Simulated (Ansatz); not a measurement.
Total energies of C₂H₇NOSi (`CNC(=O)[SiH3]`).

```xyz
12

C     1.829   -0.636    0.717
N     0.491   -0.116    0.577
C    -0.145   -0.029   -0.616
O     0.354   -0.382   -1.671
Si   -1.925    0.686   -0.642
H     1.845   -1.515    1.367
H     2.175   -0.922   -0.275
H     2.506    0.118    1.126
H     0.001    0.200    1.396
H    -2.380    1.064    0.727
H    -2.827   -0.352   -1.194
H    -1.924    1.885   -1.512
```

Charge 0, multiplicity 1. All single points use the PBE0-D4/def2-TZVP geometry. Basis def2-TZVPP, Ansatz 0.2.0.

RPA on PBE orbitals: Hartree–Fock energy of these orbitals -498.08290 Eh, correlation -1.48462 Eh (frozen core).

```json
{"functional": "PBE", "energy without D4 (Eh)": "-499.58453", "D4 term (kJ/mol)": "-22.4"}
{"functional": "revPBE", "energy without D4 (Eh)": "-499.86347", "D4 term (kJ/mol)": "-73.5"}
{"functional": "r2SCAN", "energy without D4 (Eh)": "-499.84371", "D4 term (kJ/mol)": "-5.7"}
{"functional": "B97M-V", "energy without D4 (Eh)": "-499.87925", "D4 term (kJ/mol)": "–"}
{"functional": "PBE0", "energy without D4 (Eh)": "-499.62209", "D4 term (kJ/mol)": "-18.8"}
{"functional": "B3LYP", "energy without D4 (Eh)": "-500.01552", "D4 term (kJ/mol)": "-35.8"}
{"functional": "r2SCANh", "energy without D4 (Eh)": "-499.82953", "D4 term (kJ/mol)": "-6.0"}
{"functional": "BHLYP", "energy without D4 (Eh)": "-499.86416", "D4 term (kJ/mol)": "-25.8"}
{"functional": "ωB97X-V", "energy without D4 (Eh)": "-499.87416", "D4 term (kJ/mol)": "–"}
{"functional": "PBE-QIDH", "energy without D4 (Eh)": "-499.50416", "D4 term (kJ/mol)": "–"}
```

(1) Give the same for LDA (SPW92), BLYP, r2SCAN0, HSE06 (plane-wave form), CAM-B3LYP, LC-ωPBE, ωB97M-V, B2PLYP. (An estimate is asked.)

B3LYP takes the VWN-RPA correlation (the form of Gaussian; ORCA's B3LYP/G). HSE06 is the plane-wave form, built on full-range PBE exchange. The double hybrids freeze the cores in their second-order part.

Results:

(1) Ansatz gave: 
```json
{"functional": "LDA (SPW92)", "energy without D4 (Eh)": "-497.09232", "D4 term (kJ/mol)": "–"}
{"functional": "BLYP", "energy without D4 (Eh)": "-499.91641", "D4 term (kJ/mol)": "-49.8"}
{"functional": "r2SCAN0", "energy without D4 (Eh)": "-499.80966", "D4 term (kJ/mol)": "-6.6"}
{"functional": "HSE06 (plane-wave form)", "energy without D4 (Eh)": "-499.60450", "D4 term (kJ/mol)": "-17.4"}
{"functional": "CAM-B3LYP", "energy without D4 (Eh)": "-499.90007", "D4 term (kJ/mol)": "-18.9"}
{"functional": "LC-ωPBE", "energy without D4 (Eh)": "-499.76457", "D4 term (kJ/mol)": "–"}
{"functional": "ωB97M-V", "energy without D4 (Eh)": "-499.87615", "D4 term (kJ/mol)": "–"}
{"functional": "B2PLYP", "energy without D4 (Eh)": "-499.69987", "D4 term (kJ/mol)": "–"}
```

LC-ωPBE has ω = 0.4 bohr⁻¹.
